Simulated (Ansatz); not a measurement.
Pulling on the N2–H5 bond in aminoborane (SMILES BN) (multiplicity 1 held, fragments rigid). Energies count from the point at 1.007 Å.
Geometry at that point (charge 0, multiplicity 1):
```xyz
6

B     -0.776     0.045    -0.003
N      0.609    -0.035     0.002
H     -1.414    -0.963    -0.031
H     -1.294     1.119     0.020
H      1.210     0.773     0.025
H      1.113    -0.907    -0.016
```

R- and RO- levels are restricted; in cc, def2 and unpolarised 6-31G sets they are followed outwards from rest. U- levels take the lowest unrestricted solution at each point, which mixes spins at long bonds. Active spaces are followed from a long bond inwards. Curves can end on different states.

Cores are frozen in the correlated methods.

Codes used: Ansatz (a program for electronic structure). Each number belongs to the level named beside it.

Energies in kcal/mol.

```csv
R (Å),R-HF/cc-pVDZ,U-MP2/cc-pVDZ,R-SCS-MP2/cc-pVDZ,R-CCSD(T)/cc-pVDZ,"FIC-NEVPT4(SD) on CASSCF(2,2)/cc-pVDZ","FIC-MRCISD+Q on CASSCF(2,2)/cc-pVDZ"
0.806,34.3,37.8,38.0,38.2,38.1,38.1
0.906,6.2,7.9,8.0,8.1,8.1,8.0
1.007,0.0,0.0,0.0,0.0,0.0,0.0
1.108,5.7,4.0,3.9,3.7,3.7,3.8
1.208,17.5,14.1,13.9,13.4,13.5,13.6
1.359,40.2,34.1,33.8,32.6,32.8,32.8
1.510,64.2,56.6,54.7,52.4,52.7,52.7
1.762,101.4,101.4,86.0,80.6,81.1,80.9
2.014,132.9,117.2,110.3,100.3,101.0,100.4
2.316,163.1,123.8,130.1,113.2,114.6,113.7
2.719,193.0,126.3,143.1,118.2,122.0,120.9
3.222,218.4,127.1,142.7,116.5,124.6,123.4
```

Doubts at one or more of the structures used: a restricted determinant that unrestricted orbitals would lower (R-HF/cc-pVDZ, R-SCS-MP2/cc-pVDZ, R-CCSD(T)/cc-pVDZ); a spin-contaminated determinant (U-MP2/cc-pVDZ); other coupled-cluster roots lie near (R-CCSD(T)/cc-pVDZ).
